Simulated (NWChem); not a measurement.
Molecule: CAuClO; SMILES [O+]#[C-]->[Au][Cl]

Computed with NWChem. Structure relaxed at the PBE0/def2-SVP level. def2 effective core potentials on Au; no spin-orbit coupling. Level M06-2X/def2-SVP: energy and gradient on several grids; changes count from the extra-fine grid, which is no exact limit either.

**Question.** Which is the coarsest grid (xfine; coarse; medium; fine; xcoarse) from which on the energy stays within 500 μHa and each gradient component within 500 μHa/bohr of xfine?

**Answer.** coarse.
```
grid     size of the energy change (μHa)  largest change of a gradient component (μHa/bohr)  time, medium = 1 (rough)
-------  -------------------------------  -------------------------------------------------  ------------------------
xcoarse                            10000                                               9000                   about 1
coarse                               100                                                100                   about 1
medium                              < 10                                                200                   about 1
fine                                < 10                                                 40                   about 1
xfine                               < 10                                               < 30                         2
```
